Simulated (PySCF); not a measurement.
Polarisability and C₆ of V (vanadium, neutral)

[Ar] 3d3 4s2, high-spin 4F determinant. Computed with PySCF 2.14 in aug-cc-pwCVTZ (10s9p7d4f3g, 127 functions), with no relativity, point nucleus. Coupled (time-dependent) response in atomic units; α is the mean over directions.

```tsv
method	mean α (bohr³)	C₆ (like pair)	S(−4)
BLYP	87.22	925.4	3988
```

S(−4) is the Cauchy moment in α(ω) = α(0) + S(−4) ω² + …

Reference α: 87 ± 10 bohr³ (recommended; Schwerdtfeger and Nagle, table of static dipole polarizabilities (2023 update)). Published C₆: 832.0 (Chu and Dalgarno (2004); Tang, Norbeck and Certain (1976)).

α(iu) at BLYP:

```tsv
u (hartree)	α(iu) (bohr³)
0	87.22
0.0500	78.44
0.100	61.07
0.200	34.16
0.300	20.91
0.500	10.49
0.750	6.023
1.00	4.092
1.50	2.376
2.00	1.595
3.00	0.8777
5.00	0.3894
```

A single London oscillator, α(iu) = α/(1 + u²/ω²), gives C₆ = (3/4) ω α². Matching the computed C₆ needs ω = 4 × 925.4 / (3 × 87.22²) = 0.162 hartree.
